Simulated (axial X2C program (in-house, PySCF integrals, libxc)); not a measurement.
**Worked dissociation energy of CsB: MP2, without spin–orbit coupling**

Computed with an axial X2C code built on PySCF integrals. Spin-free means the one-electron spin-free X2C Hamiltonian. Basis: Cs dyall-cv3z [15s15p9d4f1g], B dyall-v3z [7s6p2d1f] (cores contracted in-house); Gaussian nuclei, density fitting, unrestricted open shells. Masses: Cs 132.905 u, B 11.009 u.

Molecular state: M_S = 1, Λ = 1 (beyond evenly filled blocks: σα, π+α).

Correlated methods: 12 electrons correlated (number of frozen shells: Cs 4 s, 3 p, 2 d; B 1 s), 274 virtual spin orbitals or spinors in MP2.

- E(Cs) (2M_S = 1, M_L = 0): -7783.301815 hartree
- E(B) (2M_S = 1, M_L = 0): -24.585375 hartree
- E(CsB) at Re: -7807.915608 hartree
- ωe: 252.6 cm⁻¹
- ωexe: 1.49 cm⁻¹

(1) Work out De and D0.

Dissociation energies refer to the lowest single-determinant-based atoms at the same level and basis. The state is one determinant with fixed occupations, lowest in a PBE0 search at one distance only: followed along the bond, the 2c determinant Ω = 1 reaches 0.07 eV lower at PBE0, so the state shown is not the lowest. Some points did not converge and are left out.

Each atomic determinant is the lowest at this level and need not be a pure term. Totals compare only within one Hamiltonian and basis.

Results:

(1) De = -7783.301815 + (-24.585375) − (-7807.915608) = 0.02842 hartree = 0.773 eV. The zero-point energy is ωe/2 − ωexe/4 = 126 cm⁻¹ = 0.016 eV, so D0 = 0.758 eV.
